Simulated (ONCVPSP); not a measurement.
Transferability test, ONCV potential for Ge (Z = 32)

ONCVPSP 4.0.1 input, shortened (lines: element, Z, core and valence counts, functional; n l f; lmax; l rc ep ncon nbas qcut; lloc lpopt rc5 dvloc0; l nproj debl; icmod fcfact rcfact), PBEsol, scalar-relativistic:

```
  Ge 32.00    5    3  -116133      upf
    1    0    2.00
    2    0    2.00
    2    1    6.00
    3    0    2.00
    3    1    6.00
    3    2   10.00
    4    0    2.00
    4    1    2.00
    2
    0    1.80    0.00    4    9    4.30
    1    2.15    0.00    3    6    3.90
    2    1.15    0.00    4    8   14.70
    4    4    1.00    4.00
    0    2    2.60
    1    2    0.60
    2    1    2.70
    3    3.00    1.05
```

Energies are relative to the spin-unpolarised reference configuration 3d10 4s2 4p2; without spin polarisation the order of configurations can differ from experiment.

Question: Give the all-electron excitation energy and the error of the potential for: 3d10 4s2 4p1; 3d10 4s2 4p0; 3d10 4s1 4p0; 3d9 4s2 4p2.

Answer:

| valence configuration | charge | ΔE all-electron (eV) | error AE − PS (meV) |
| --- | --- | --- | --- |
| 3d10 4s2 4p1 | +1 | 7.453 | -2.0 |
| 3d10 4s2 4p0 | +2 | 22.902 | -13 |
| 3d10 4s1 4p0 | +3 | 57.691 | -27 |
| 3d9 4s2 4p2 | +1 | 38.692 | -307 |

Levels in the configuration 3d10 4s1 4p0:

```json
{"level": "3d", "all-electron (eV)": "-63.118", "pseudo (eV)": "-62.913"}
{"level": "4s", "all-electron (eV)": "-40.388", "pseudo (eV)": "-40.384"}
```

Note: no bound ghost flagged; GHOST(+) flagged for s at 120.5 eV.
